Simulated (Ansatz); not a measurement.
Z-matrix (Å, degrees):
```
N
Al 1 1.746
H 1 1.006 2 124.6
H 1 1.006 2 124.3 3 -180.0
F 2 1.641 1 119.8 3 -0.0
Cl 2 2.079 1 121.2 3 180.0
```

Total charge 0; spin multiplicity 1.

Problem. List the r2SCAN/def2-TZVPP orbital energies in eV (the Gaussian-basis code of Ansatz). (Estimate.)

Solution. Computed: Occupied: -2753.23, -1517.91, -665.44, -385.03, -254.63, -193.13, -193.05, -193.04, -111.38, -71.70, -71.56, -71.48, -30.19, -22.09, -21.14, -12.65, -11.96, -10.71, -10.27, -10.18, -9.57, -8.56, -8.35, -6.90. Lowest empty: -0.97, -0.10, 1.30, 1.90, 2.67, 3.28, 3.99, 4.59.
